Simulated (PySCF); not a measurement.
Ge(OH)3(PH2) (GeH5O3P), SMILES [OH][Ge]([OH])([OH])[PH2]. Atoms are numbered in the order given.

```xyz
10

O     -0.3793     0.0968     1.8622
Ge    -0.2540     0.0161     0.0911
O     -1.1097     1.5038    -0.4027
O     -1.1098    -1.4382    -0.4686
P      1.8847    -0.1447    -0.7937
H     -0.7782     0.9365     2.1330
H     -1.2914     1.5408    -1.3514
H     -1.8658    -1.6431     0.0999
H      2.1885    -1.2725     0.0286
H      2.3953     0.7952     0.1539
```
Charge 0, spin multiplicity 1.

Coordinates come from a B3LYP-D3(BJ)/def2-SVP optimisation. This is a generated structure with no PubChem entry under its InChIKey; it may be hypothetical. The values are those of a single conformer.

All values below come from PBE/pcSseg-1 in PySCF.

GIAO shieldings, no solvent; atoms listed in one row are averaged. δ = σ(ref) − σ: ¹⁷O against H2O (σ = 334.3 ppm); ⁷³Ge against GeH4 (σ = 1614.4 ppm); ³¹P against PH3 (σ = 576.8 ppm); ¹H against TMS (σ = 31.49 ppm), references at their B3LYP-D3(BJ)/def2-TZVP geometries, non-relativistic.

```
nucleus  atoms  count  δ (ppm)
-------  -----  -----  -------
¹⁷O         O4      1     97.5
¹⁷O         O3      1     96.6
¹⁷O         O1      1     87.2
⁷³Ge       Ge2      1    436.1
³¹P         P5      1     13.0
¹H          H9      1     2.52
¹H          H6      1     2.21
¹H         H10      1     2.11
¹H          H8      1     1.96
¹H          H7      1     1.91
```
